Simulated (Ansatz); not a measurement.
## Reading a saddle point

A first-order saddle point of InHBrCl₃, closed shell, PBE0-D4/def2-TZVP, with one imaginary mode of 273i cm⁻¹:

```
atom    x (Å)    y (Å)    z (Å)
 In1  -0.6312  -0.3540   0.1185
 Cl2   0.0648   1.9139  -0.5555
 Cl3  -1.5040  -1.5667  -1.6243
 Cl4  -1.4044  -0.4373   2.2784
  H5   1.4148   0.9420  -0.3087
 Br6   2.0599  -0.4979   0.0915
```

Computed with Ansatz 0.2.0 (basis: def2-TZVPP and def2-QZVPP); correlated methods freeze the cores. Filled d shells of the heavier atoms are correlated. Core potentials replace the inner electrons of the atoms past krypton. The def2 sets are not built for correlating such inner shells, so the correlated values are less sure here. Extrapolation: Hartree–Fock as exp(−7.88 √X), correlation as X^−2.97.

Problem. Which contacts change along the imaginary mode, and what lies on either side? (A judgement: the text doesn't fix the answer.)

Solution. Computed: The step is InCl₃ ([Cl][In]([Cl])[Cl]) + HBr → InBrCl₂ ([Cl][In]([Cl])[Br]) + HCl (still joined by a long In–Cl bond), with the molecules in contact on both sides. Shortening one way: In1–Br6, Cl2–H5; lengthening the same way: In1–Cl2, H5–Br6.
```
   pair  one side (Å)  saddle (Å)  other side (Å)
In1–Br6          2.94        2.70            2.47
 Cl2–H5          2.91        1.68            1.29
In1–Cl2          2.32        2.47            2.83
 H5–Br6          1.43        1.63            2.88
```

Problem. Which side is lower, and how far does the saddle lie above each? (To be estimated.)

Solution. The calculation gives: The side with In1–Br6, Cl2–H5 short is lower by 0.170 eV; the saddle lies 0.412 eV above it and 0.242 eV above the other (CCSD(T) at an estimated basis limit (MP2 extrapolated from triple and quadruple zeta, plus CCSD(T) − MP2 in triple zeta); electronic energies).

T1 diagnostic: at most 0.011.

Labels in which every atom is bracketed show which atoms are joined, not bond orders.

For scale, one of the runs: CCSD(T)/def2-TZVPP, 238 basis functions, launched by `ansatz run in.yaml --threads 8 --pin off --events-out ev --progress --plain --max-ram 19148MiB`. Hardware: 8 CPU threads of an Arm Neoverse V1, shared host. Wall time 3 min; peak host memory 4.6 GiB.
